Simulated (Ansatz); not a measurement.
Program: Ansatz. Geometries: PBE0-D4/def2-TZVP. ΔE: electronic, gas phase. CCSD(T)/CBS adds triple-zeta CCSD(T) − MP2 to the extrapolated MP2 energy (def2 sets, frozen cores). DFT in def2-TZVPP. Each species was taken in one conformer, which may not be the lowest.

Consider the formal exchange of groups at the Si–C bond: `CCOC[SiH3]` + `FCOBO[SiH3]` → `[SiH3]OBO[SiH3]` + `CCOCCF`.

`CCOC[SiH3]`:

Z-matrix (Å, degrees):
```
C
C 1 1.514
H 1 1.092 2 110.4
H 1 1.093 2 109.9 3 119.5
H 1 1.092 2 112.0 3 -121.0
O 2 1.412 1 113.6 3 55.9
H 2 1.093 1 110.1 3 -62.0
H 2 1.100 1 110.4 3 179.4
C 6 1.408 2 114.3 1 73.4
Si 9 1.887 6 108.4 2 174.9
H 9 1.102 6 110.9 2 54.5
H 9 1.100 6 112.1 2 -64.4
H 10 1.485 9 110.5 6 -60.6
H 10 1.485 9 110.4 6 60.5
H 10 1.489 9 108.3 6 179.9
```

`FCOBO[SiH3]`:

```xyz
12

F    -1.170   -1.305   -2.290
C    -0.713   -1.754   -1.080
O    -0.381   -0.674   -0.287
B     0.901   -0.191   -0.262
O     1.160    0.915    0.460
Si    0.155    1.894    1.348
H     0.154   -2.395   -1.270
H    -1.525   -2.302   -0.598
H     1.774   -0.755   -0.856
H     1.006    2.978    1.890
H    -0.906    2.463    0.483
H    -0.455    1.126    2.461
```

`[SiH3]OBO[SiH3]`:

```xyz
12

Si    1.315    1.703    0.927
O     0.384    0.484    0.315
B    -0.172   -0.630    0.867
O    -0.900   -1.466    0.092
Si   -1.254   -1.359   -1.524
H     1.541    1.500    2.381
H     2.611    1.705    0.207
H     0.610    2.986    0.695
H    -0.027   -0.883    2.030
H    -0.009   -1.363   -2.332
H    -2.070   -2.551   -1.853
H    -2.029   -0.125   -1.806
```

`CCOCCF`:

Cartesian coordinates in Å:
```
C 2.089 1.222 0.074
C 0.606 1.105 -0.165
O 0.207 -0.220 0.091
C -1.163 -0.424 -0.105
C -1.450 -1.874 0.203
F -2.798 -2.115 0.024
H 2.424 2.243 -0.119
H 2.639 0.547 -0.585
H 2.333 0.967 1.107
H 0.051 1.794 0.490
H 0.357 1.374 -1.203
H -1.761 0.221 0.557
H -1.455 -0.200 -1.141
H -0.887 -2.531 -0.466
H -1.190 -2.108 1.239
```

CCSD(T)/CBS gives -140.1 kJ/mol.

Q: Another level gave -134.4 kJ/mol. Which?
A. BLYP/def2-TZVPP
B. LDA (SPW92)/def2-TZVPP
C. RPA@PBE/def2-TZVPP
D. BHLYP-D4/def2-TZVPP

A: C. RPA@PBE/def2-TZVPP -134.4, BLYP -129.0, BHLYP-D4 -143.5, LDA (SPW92) -116.8 kJ/mol.

Largest T1 diagnostic among the species: 0.013.

In def2-TZVPP, CCSD(T) changes the Hartree–Fock value by +18.2 kJ/mol (the triples alone add +3.6 kJ/mol) and MP2 by +13.0 kJ/mol. Leaving LDA and LC-ωPBE aside and taking each functional with its dispersion term where it has one, the values, not all of them listed here, spread over 26.6 kJ/mol, from BHLYP-D4 to revPBE-D4. From BLYP to BHLYP (50 % exact exchange), in def2-TZVPP and without D4, ΔE moves by −15.7 kJ/mol.

CCSD(T)/CBS has its own doubt, a few kJ/mol and more with outer-core shells, so smaller differences from it don't rank the levels.
